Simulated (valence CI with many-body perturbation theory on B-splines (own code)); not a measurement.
## La: key properties

Method: valence CI with perturbative core correlation (CI+MBPT): three valence electrons over a frozen Dirac-Fock core [Xe], a basis of 8 s, 8 p, 9 d, 9 f, 6 g, 3 h, 2 i functions for each j, with the one-electron correlation potential Σ1, the two-electron term Σ2, the three-electron term Σ3, Breit, model QED; selected CI, second order for the rest (own B-spline code, finite nucleus).

Set against measurement, 55 paired levels are off by 552 cm⁻¹ on average, the worst by 1451. These come from a selection out of the NIST Handbook of Basic Atomic Spectroscopic Data. Levels without a partner in it may be off by more, other configurations by several thousand cm⁻¹. 1 measured level below the end of the list, from 16538 cm⁻¹ on, found no clear computed partner.

Names give the largest LS component (configuration and term), which can be under half, so a name can repeat, a term be missing and a line seem to break the LS rules; names also repeat where a configuration has a term twice.

Rates and lifetimes use the calculated energies. Strong lines usually hold to 10 to 20 %, long lifetimes can be off by a factor of two.

Q: What is the ground level?

A: 5d 6s2 2D_3/2, composition 74 % 5d 6s2 2D + 14 % 5d2 6s 2D + 4 % 5d3 2D, g = 0.796.

Q: Among levels below 20606 cm⁻¹, which E1 lines absorb most strongly from the ground level?

A: to 5d2 6p 2D°_3/2 at 566.9 nm, f = 0.205; to 5d2 6p 2P°_1/2 at 504.9 nm, f = 0.160; to 4f 6s2 2F°_5/2 at 663.8 nm, f = 0.0758.

Q: Where does the other parity begin?

A: At 5d 6s 6p 4F°_3/2, 13270 cm⁻¹.

Q: What are the static dipole polarisabilities of the lowest levels?

A: 5d 6s2 2D_3/2 218 (tensor 8.6); 5d 6s2 2D_5/2 217 (tensor 9.7); 5d2 6s 4F_3/2 230 (tensor -3.9); 5d2 6s 4F_5/2 228 (tensor -3.4) bohr³, of which the core gives 7.67. The recommended value for the atom is 215 ± 20 bohr³ (Schwerdtfeger and Nagle, table of static dipole polarizabilities (2023 update)).

Q: Name the longest-lived excited levels whose lifetime is computed, and their main decay.

A: 5d2 6s 4F_9/2 at 3468 cm⁻¹ lives 151 s, mostly by M1 to 5d2 6s 4F_7/2; 5d 6s2 2D_5/2 at 1007 cm⁻¹ lives 88.7 s, mostly by M1 to 5d 6s2 2D_3/2; 5d2 6s 4P_1/2 at 6823 cm⁻¹ lives 70.9 s, mostly by E2 to 5d2 6s 4F_3/2. The lifetime of 5d2 6s 4F_3/2 is too uncertain to give, and may be longer. The lifetime of 5d2 6s 4F_5/2 is too uncertain to give, and may be longer. The lifetime of 5d2 6s 4F_7/2 is too uncertain to give, and may be longer.
